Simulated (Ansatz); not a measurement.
Stepwise reaction of `OB(O)O[SiH3]` with hydrogen fluoride, as a gas-phase model of exchange steps in deposition or etching. ΔE in kJ/mol; ΔG adds harmonic PBE0-D4 terms to CCSD(T)/CBS, at 1 bar.

Computed with Ansatz on PBE0-D4/def2-TZVP structures; ΔE is electronic, products minus reactants. CCSD(T)/CBS adds triple-zeta CCSD(T) − MP2 to the extrapolated MP2 energy (def2 sets, frozen cores). This one scheme is used for every species. DFT in def2-TZVPP. B3LYP here is the variant with VWN-RPA as its local correlation; programs differ in this. Each species was taken in one conformer, which may not be the lowest.

| step | reaction | PBE-D4 | B3LYP-D4 | ωB97M-V | CCSD(T)/CBS | ΔG(600 K) |
| --- | --- | --- | --- | --- | --- | --- |
| 1 | `OB(O)O[SiH3]` + H–F → `OB(F)O[SiH3]` + H₂O | -14.9 | -17.3 | -16.6 | -14.5 | -22.5 |
| 2 | `OB(F)O[SiH3]` + H–F → `FB(F)O[SiH3]` + H₂O | -11.3 | -13.4 | -13.0 | -11.5 | -21.9 |

Question: By hand: ΔE of the 2 steps together at CCSD(T)/CBS.

Answer: (-14.5) + (-11.5) = -26.0 kJ/mol, or -13.0 kJ/mol a step.

In ΔE the steps differ by no more than 3.0 kJ/mol. All are downhill at CCSD(T)/CBS. ΔG lies between -22.5 and -21.9 kJ/mol a step. PBE-D4 differs from CCSD(T)/CBS by -0.4 to 0.2 kJ/mol a step. Isolated molecules leave out the surface, adducts and barriers. Largest T1 diagnostic: 0.012.
